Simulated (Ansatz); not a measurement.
`CSC([SiH3])S` and `NC([SiH3])S` differ in one atom or group.

Ansatz, PBE0-D4/def2-TZVP geometries, multiplicity 1. Each molecule was computed in one conformer, which needn't be the lowest.

```csv
property,`CSC([SiH3])S`
HOMO–LUMO gap (PBE/def2-TZVPP) / eV,4.25
size of the dipole moment (PBE/def2-TZVPP) / D,1.67
HOMO–LUMO gap (PBE0/def2-TZVPP) / eV,6.35
HOMO–LUMO gap (ωB97M-V/def2-TZVPP) / eV,10.31
HOMO energy (ωB97M-V/def2-TZVPP) / eV,-8.66
HOMO–LUMO gap (B3LYP/def2-TZVPP) / eV,5.92
```

Give the same properties after the change, and the shifts. (Best estimate.)

The calculation gave: 
```csv
property,`NC([SiH3])S`,shift
HOMO–LUMO gap (PBE/def2-TZVPP) / eV,4.72,0.47
size of the dipole moment (PBE/def2-TZVPP) / D,1.57,-0.10
HOMO–LUMO gap (PBE0/def2-TZVPP) / eV,6.88,0.53
HOMO–LUMO gap (ωB97M-V/def2-TZVPP) / eV,10.80,0.49
HOMO energy (ωB97M-V/def2-TZVPP) / eV,-9.04,-0.38
HOMO–LUMO gap (B3LYP/def2-TZVPP) / eV,6.42,0.50
```

With PBE0 the HOMO falls by 0.34 eV and the LUMO rises by 0.20 eV, so the gap widens by about 0.54 eV. PBE moves the HOMO by -0.26 eV and ωB97M-V by -0.38 eV. Dipoles are sizes alone; their direction can turn.

B3LYP here is the variant with VWN-RPA as its local correlation; programs differ in this.
